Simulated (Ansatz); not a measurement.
TiAl₅⁻, relaxed as a singlet with RKS PBE-D4/def2-SVPD in Ansatz, starting from the GFN1-xTB geometry. Force threshold 0.02 eV/Å.

The relaxation made no stability test and no search for a lower SCF solution. No other spin state of charge -1 was run. The structure comes from a short search, and lower isomers may exist.

Start:

```xyz
6

Ti    0.216    0.163   -0.015
Al   -1.891   -1.406    0.128
Al   -0.470   -0.336    0.025
Al    0.298    1.178    0.940
Al    0.394    0.872   -1.208
Al    1.452   -0.471    0.129
```

```tsv
step	energy (eV)	largest force component (eV/Å)	SCF passes
1	-55871.1966	595.857	66
2	-55974.8904	101.803	31
3	-56011.5784	37.760	33
4	-56032.7945	20.958	48
5	-56045.7494	15.305	55
6	-56048.8714	15.237	43
7	-56052.5147	11.728	39
8	-56057.1526	6.082	39
9	-56059.4845	3.748	82
10	-56060.5805	1.034	55
11	-56060.8820	0.568	45
13	-56061.4995	0.736	35
15	-56062.1343	0.760	39
17	-56062.4729	0.253	41
19	-56062.7078	0.382	36
21	-56062.8392	0.153	35
23	-56062.8543	0.066	29
25	-56062.8595	0.039	28
27	-56062.8755	0.099	29
29	-56062.8876	0.089	30
31	-56062.8903	0.015	29
```

Force components are those of the run's own axes.

End:

Cartesian coordinates in Å:
```
Ti 1.2481 0.7361 -0.7844
Al -2.2908 -0.3826 0.0534
Al 0.1521 -1.5374 -0.1539
Al -0.1437 0.6606 1.3945
Al -1.1599 1.0899 -1.7324
Al 2.1943 -0.5666 1.2228
```

Bonds lost: Ti1–Al2, Al3–Al5, Al4–Al5, Al5–Al6 (atoms count from 1). Bonds formed: Al2–Al4, Al2–Al5 (atoms count from 1). The end is the same structure that another start reached, the lowest one found.

No frequencies were taken in this run, so the end may be a saddle point.

It took 86 s on 4 threads of Arm Neoverse V1 on a shared host.
